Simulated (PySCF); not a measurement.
SMILES CCc1ccc(C(F)(F)F)s1 (C₇H₇F₃S) (GFN2-xTB optimised geometry):

```
18

C     -2.271    -2.432    -1.389
C     -1.573    -2.314    -0.032
C     -0.650    -1.145     0.000
C      0.712    -1.145     0.000
C      1.273     0.147     0.000
C      0.319     1.121    -0.002
C      0.536     2.589    -0.011
F      1.837     2.900     0.082
F      0.085     3.182    -1.134
F     -0.080     3.220     1.007
S     -1.281     0.467    -0.005
H     -2.929    -3.297    -1.397
H     -2.862    -1.542    -1.588
H     -1.537    -2.546    -2.183
H     -0.998    -3.220     0.168
H     -2.328    -2.206     0.750
H      1.303    -2.043     0.003
H      2.328     0.353     0.003
```

Method: PBE0/def2-SVP run with PySCF.

Problem. What are the frontier orbital energies and the dipole moment?

Solution. HOMO-2 -9.92 eV, HOMO-1 -7.69 eV, HOMO -7.14 eV, LUMO -0.99 eV, LUMO+1 0.68 eV; dipole moment 3.68 D.

Meta-Löwdin charges at PBE0/def2-SVP: C1 -0.29, C2 -0.17, C3 -0.08, C4 -0.15, C5 -0.11, C6 -0.17, C7 0.75, F8 -0.26, F9 -0.27, F10 -0.27, S11 0.25, H12 0.10, H13 0.10, H14 0.10, H15 0.11, H16 0.11, H17 0.12, H18 0.13.
